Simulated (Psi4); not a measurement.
singlet silylene (H₂Si), singlet, at a GFN2-xTB geometry; Psi4 with WB97M-V/def2-SVPD.

Psi4 was given this input:
```
memory 2 GB

molecule {
0 1
Si   -0.00666824   -0.00277970    0.12275926
H     0.04778718    1.13172388   -0.83406892
H     0.04556812   -1.09280805   -0.88456070
}

set {
  basis def2-svpd
}

energy('wb97m-v')
print_variables()
```

What the program printed (banner, timings and long lists left out):

```
   => Loading Basis Set <=

    Name: DEF2-SVPD
    Role: ORBITAL
    Keyword: BASIS

         ---------------------------------------------------------
                                   SCF
               by Justin Turney, Rob Parrish, Andy Simmonett
                          and Daniel G. A. Smith
                              RKS Reference
         ---------------------------------------------------------

  ==> Geometry <==

    Molecular point group: cs
    Full point group: Cs

    Geometry (in Angstrom), charge = 0, multiplicity = 1:

       Center              X                  Y                   Z               Mass
    ------------   -----------------  -----------------  -----------------  -----------------
         SI          -0.066097552694    -0.001494481843     0.000000000000    27.976926534650
         H            0.892275642285     1.133011909055     0.000000000000     1.007825032230
         H            0.942572983916    -1.091525532547     0.000000000000     1.007825032230

  Running in cs symmetry.

  Rotational constants: A =      9.26414  B =      6.75678  C =      3.90713 [cm^-1]
  Rotational constants: A = 277731.94324  B = 202563.24679  C = 117132.72448 [MHz]
  Nuclear repulsion =   10.214761321934072

  Charge       = 0
  Multiplicity = 1
  Electrons    = 16
  Nalpha       = 8
  Nbeta        = 8

  ==> Algorithm <==

  SCF Algorithm Type is DF.
  DIIS enabled.
  MOM disabled.
  Fractional occupation disabled.
  Guess Type is SAD.
  Energy threshold   = 1.00e-06
  Density threshold  = 1.00e-06
  Integral threshold = 1.00e-12

  ==> Primary Basis <==

  Basis Set: DEF2-SVPD
    Blend: DEF2-SVPD
    Number of shells: 18
    Number of basis functions: 40
    Number of Cartesian functions: 42
    Spherical Harmonics?: true
    Max angular momentum: 2

  ==> DFT Potential <==

   => LibXC <=

    Version 7.1.2
    S. Lehtola, C. Steigemann, M. J. T. Oliveira, and M. A. L. Marques,  SoftwareX 7, 1–5 (2018) (10.1016/j.softx.2017.11.002)

   => Composite Functional: WB97M-V <=

    wB97M-V Hyb-GGA Exchange-Correlation Functional

    N. Mardirossian and M. Head-Gordon,  J. Chem. Phys. 144, 214110 (2016) (10.1063/1.4952647)

    Deriv               =              1
    GGA                 =           TRUE
    Meta                =           TRUE

    Exchange Hybrid     =           TRUE
    MP2 Hybrid          =          FALSE

   => Exchange-Correlation Functionals <=

    1.0000   wB97M-V exchange-correlation functional

   => Exact (HF) Exchange <=

    0.8500            HF,LR [omega = 0.3000]
    0.1500               HF

   => LibXC Density Thresholds  <==

    XC_HYB_MGGA_XC_WB97M_V:  1.00E-13

   => VV10 Non-Local Parameters <=

    VV10 B              =     6.0000E+00
    VV10 C              =     1.0000E-02

   => Molecular Quadrature <=

    Radial Scheme          =       TREUTLER
    Pruning Scheme         =           NONE
    Nuclear Scheme         =       TREUTLER

    Blocking Scheme        =         OCTREE
    BS radius alpha        =              1
    Pruning alpha          =              1
    Radial Points          =             75
    Spherical Points       =            302
    Total Points           =          66022
    Total Blocks           =            553
    Max Points             =            256
    Max Functions          =             40
    Weights Tolerance      =       1.00E-15

   => Loading Basis Set <=

    Name: (DEF2-SVPD AUX)
    Role: JKFIT
    Keyword: DF_BASIS_SCF

  ==> Integral Setup <==

  SCF_SUBTYPE=INCORE selected. In-core MEM_DF algorithm will be used.
  Using in-core AOs.

  ==> MemDFJK: Density-Fitted J/K Matrices <==

    J tasked:                   Yes
    K tasked:                   Yes
    wK tasked:                  Yes
    Omega:                3.000E-01
    Algorithm:                 Core
    Schwarz Cutoff:           1E-12
    Mask sparsity (%):       0.0000
    Fitting Condition:        1E-10

   => Auxiliary Basis Set <=

  Basis Set: (DEF2-SVPD AUX)
    Blend: DEF2-UNIVERSAL-JKFIT
    Number of shells: 50
    Number of basis functions: 164
    Number of Cartesian functions: 195
    Spherical Harmonics?: true
    Max angular momentum: 4

  Minimum eigenvalue in the overlap matrix is 1.1731036479E-03.
  Reciprocal condition number of the overlap matrix is 2.4483628065E-04.
    Using symmetric orthogonalization.

  ==> Pre-Iterations <==

  SCF Guess: Superposition of Atomic Densities via on-the-fly atomic UHF (no occupation information).

   -------------------------
    Irrep   Nso     Nmo
   -------------------------
     A'        29      29
     A"        11      11
   -------------------------
    Total      40      40
   -------------------------

  ==> Iterations <==

                           Total Energy        Delta E     RMS |[F,P]|

   @DF-RKS iter SAD:  -289.99996108160093   -2.90000e+02   0.00000e+00
   @DF-RKS iter   1:  -290.48033415517483   -4.80373e-01   2.83875e-03 ADIIS/DIIS
   @DF-RKS iter   2:  -290.48589397236475   -5.55982e-03   6.76786e-04 ADIIS/DIIS
   @DF-RKS iter   3:  -290.48623840685485   -3.44434e-04   1.40602e-04 ADIIS/DIIS
   @DF-RKS iter   4:  -290.48628524885726   -4.68420e-05   3.76890e-05 DIIS
   @DF-RKS iter   5:  -290.48628919180493   -3.94295e-06   4.84299e-06 DIIS
   @DF-RKS iter   6:  -290.48628925229127   -6.04863e-08   7.86832e-07 DIIS
  Energy and wave function converged.

  ==> Post-Iterations <==

   Electrons on quadrature grid:
      Ntotal   =   16.0000023083 ; deviation = 2.308e-06

    Orbital Energies [Eh]
    ---------------------

    Doubly Occupied:

[...]
    Virtual:

[...]
    Final Occupation by Irrep:
             Ap   App
    DOCC [     7,    1 ]
    NA   [     7,    1 ]
    NB   [     7,    1 ]

  @DF-RKS Final Energy:  -290.48628925229127

   => Energetics <=

    Nuclear Repulsion Energy =             10.2147613219340716
    One-Electron Energy =                -422.0875468479724191
    Two-Electron Energy =                 137.6489728773239563
    DFT Exchange-Correlation Energy =     -16.3306234587100043
    Empirical Dispersion Energy =           0.0000000000000000
    VV10 Nonlocal Energy =                  0.0681468551331224
    Total Energy =                       -290.4862892522912716

Computation Completed

Properties will be evaluated at   0.000000,   0.000000,   0.000000 [a0]

Properties computed using the SCF density matrix

 Multipole Moments:

 ------------------------------------------------------------------------------------
     Multipole            Electronic (a.u.)      Nuclear  (a.u.)        Total (a.u.)
 ------------------------------------------------------------------------------------

 L = 1.  Multiply by 2.5417464519 to convert [e a0] to [Debye]
 Dipole X            :         -1.5806738            1.7186736            0.1379998
 Dipole Y            :         -0.0357394            0.0388596            0.0031202
 Dipole Z            :          0.0000000            0.0000000            0.0000000
 Magnitude           :                                                    0.1380351

 ------------------------------------------------------------------------------------

  Variable Map:
  ----------------------------------------------------------------------------
[...]
  Array Variable Map:
  ----------------------------------------------------------------------------
[...]
[...]
```
